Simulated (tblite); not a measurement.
Species: C₄H₁₅GeNSi.
Bonds: C1–C2, C2–C3, C2–C4, C4–Si5, Si5–Ge6, Ge6–N7. Hydrogens: H8, H9, H10 on C1; H11 on C2; H12, H13, H14 on C3; H15, H16 on C4; H17, H18 on Si5; H19, H20 on Ge6; H21, H22 on N7.

Computed with GFN2-xTB (tblite), gas phase: L-BFGS steps from a force-field or distance-geometry start until the largest atomic force falls under 0.01 eV/Å.

At the end of the run (lengths in Å): Ge6–H19 1.512, N7–H21 1.010, Si5–Ge6 2.341, N7–H22 1.010, Ge6–N7 1.827, C4–Si5 1.907, C1–H10 1.088, Si5–Ge6–N7 108.7°, C4–Si5–Ge6 109.8°, C2–C4–Si5 114.4°, C1–C2–C4 110.6°, C1–C2–C4–Si5 -172°, C2–C4–Si5–Ge6 42°, C4–Si5–Ge6–N7 56°, H17–Si5–C4–C2 -80°, H15–C4–Si5–Ge6 -79°.

Task: These geometries were met on the way; a selection of coordinates is given. Order them by energy above the end point, lowest first.
A. Ge6–H19 1.513, N7–H21 1.011, Si5–Ge6 2.349, N7–H22 1.010, Ge6–N7 1.829, C4–Si5 1.911, C1–H10 1.086, Si5–Ge6–N7 110.8°, C4–Si5–Ge6 107.8°, C2–C4–Si5 114.4°, C1–C2–C4 110.0°, C1–C2–C4–Si5 -168°, C2–C4–Si5–Ge6 54°, C4–Si5–Ge6–N7 52°, H17–Si5–C4–C2 -66°, H15–C4–Si5–Ge6 -66°
B. Ge6–H19 1.532, N7–H21 1.005, Si5–Ge6 2.309, N7–H22 1.011, Ge6–N7 1.857, C4–Si5 1.901, C1–H10 1.085, Si5–Ge6–N7 110.1°, C4–Si5–Ge6 109.6°, C2–C4–Si5 113.9°, C1–C2–C4 110.4°, C1–C2–C4–Si5 -167°, C2–C4–Si5–Ge6 56°, C4–Si5–Ge6–N7 50°, H17–Si5–C4–C2 -65°, H15–C4–Si5–Ge6 -64°
C. Ge6–H19 1.555, N7–H21 1.048, Si5–Ge6 2.303, N7–H22 1.047, Ge6–N7 1.863, C4–Si5 1.873, C1–H10 1.121, Si5–Ge6–N7 109.3°, C4–Si5–Ge6 110.6°, C2–C4–Si5 113.2°, C1–C2–C4 110.2°, C1–C2–C4–Si5 -167°, C2–C4–Si5–Ge6 57°, C4–Si5–Ge6–N7 51°, H17–Si5–C4–C2 -65°, H15–C4–Si5–Ge6 -63°
D. Ge6–H19 1.507, N7–H21 1.012, Si5–Ge6 2.323, N7–H22 1.010, Ge6–N7 1.833, C4–Si5 1.899, C1–H10 1.093, Si5–Ge6–N7 111.2°, C4–Si5–Ge6 108.2°, C2–C4–Si5 114.6°, C1–C2–C4 110.3°, C1–C2–C4–Si5 -168°, C2–C4–Si5–Ge6 54°, C4–Si5–Ge6–N7 52°, H17–Si5–C4–C2 -65°, H15–C4–Si5–Ge6 -66°
E. Ge6–H19 1.502, N7–H21 1.013, Si5–Ge6 2.309, N7–H22 1.014, Ge6–N7 1.824, C4–Si5 1.898, C1–H10 1.084, Si5–Ge6–N7 110.8°, C4–Si5–Ge6 108.8°, C2–C4–Si5 115.1°, C1–C2–C4 110.7°, C1–C2–C4–Si5 -167°, C2–C4–Si5–Ge6 56°, C4–Si5–Ge6–N7 51°, H17–Si5–C4–C2 -64°, H15–C4–Si5–Ge6 -66°

Result: A (0.020 eV), D (0.038 eV), E (0.077 eV), B (0.151 eV), C (0.314 eV).

| step | E above end (eV) | rms distance from the end, all atoms (Å) | largest force (eV/Å) | rms shift of all bonds from the end (Å) |
| --- | --- | --- | --- | --- |
| 11 | 0.020 | 0.224 | 0.176 | 0.002 |
| 8 | 0.038 | 0.226 | 0.275 | 0.007 |
| 5 | 0.077 | 0.231 | 0.299 | 0.009 |
| 2 | 0.151 | 0.237 | 0.711 | 0.012 |
| 0 | 0.314 | 0.241 | 1.452 | 0.025 |

Rows stand in the order of the answer.
